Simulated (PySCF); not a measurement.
SMILES Cl[Si]([OH+][Si](Cl)(Cl)Cl)(Cl)Cl (HCl6OSi2 (cation, charge +1)), PBE0/def2-SVP optimised geometry.

```
10

Cl    -2.23    -3.67    -1.83
Si    -2.32    -1.76    -2.42
Cl    -1.88    -1.48    -4.36
Cl    -3.90    -0.75    -1.74
O     -0.90    -0.94    -1.64
Si    -0.57    -0.26     0.00
Cl    -1.43    -1.56     1.24
Cl    -1.39     1.56     0.00
Cl     1.43    -0.26     0.00
H     -0.15    -0.84    -2.25
```

Density from PBE0/def2-TZVP in PySCF at that geometry.

Minimum of the electron density along straight lines between bonded atoms, close to the bond critical point (lines longer than 1.1 times the sum of covalent radii, or with two minima, are not listed):

```
bond     length / Å  ρ at the minimum / e bohr⁻³  ∇²ρ there / e bohr⁻⁵  position (fraction from the first atom)
-------  ----------  ---------------------------  --------------------  ---------------------------------------
Cl1–Si2       1.999                        0.115                  0.26                                     0.64
Si2–Cl3       2.006                        0.114                  0.25                                     0.37
Si2–Cl4       2.000                        0.115                  0.26                                     0.37
Si2–O5        1.811                        0.092                  0.41                                     0.40
O5–Si6        1.811                        0.092                  0.41                                     0.60
Si6–Cl7       2.000                        0.115                  0.26                                     0.37
Si6–Cl8       1.999                        0.115                  0.26                                     0.37
Si6–Cl9       2.006                        0.114                  0.25                                     0.37
O5–H10        0.979                            …                     …                                     0.82
```

Fill in the missing entries.


- O5–H10, ρ at the minimum / e bohr⁻³: 0.333
- O5–H10, ∇²ρ there / e bohr⁻⁵: -2.35
